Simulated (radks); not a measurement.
Results of a calculation; reference values are marked as such.
Effect of the nuclear size on neutral caesium, [Xe] 6s1. Code: a radial shooting solver on a logarithmic mesh with Libxc functionals. Model: Dirac Kohn-Sham, PBE, spin-unpolarised, spherical densities, finite nucleus; Fermi nuclear charge, rms radius 4.8041 fm. The rms radius is varied about that value; shifts are against it.

\begin{tabular}{lrrrrrrr}
rms radius (fm) & total energy shift (eV) & density at nucleus (e/bohr^3) & 1s1/2 shift (meV) & 2s1/2 shift (meV) & 4p1/2 shift (meV) & 5s1/2 shift (meV) & 5p1/2 shift (meV) \\ \hline
3.9394 & -2.46 & 3.074e+05 & -1030 & -122 & 0.425 & -0.710 & 0.131 \\
4.3765 & -1.27 & 3.014e+05 & -528 & -62.9 & 0.219 & -0.365 & 0.068 \\
4.8041 & 0 & 2.962e+05 & 0.000 & 0.000 & 0.000 & 0.000 & 0.000 \\
4.9578 & 0.478 & 2.945e+05 & 200 & 23.8 & -0.083 & 0.138 & -0.026 \\
5.4382 & 2.05 & 2.895e+05 & 856 & 102 & -0.355 & 0.592 & -0.110 \\
\end{tabular}

Slopes of the eigenvalues against <r^2> in GHz/fm^2, as finite differences over the two radii next to the reference (eigenvalue slopes, not the field-shift constants of lines): 1s1/2 32400, 2s1/2 3860, 4p1/2 -13.4, 5s1/2 22.4, 5p1/2 -4.15.
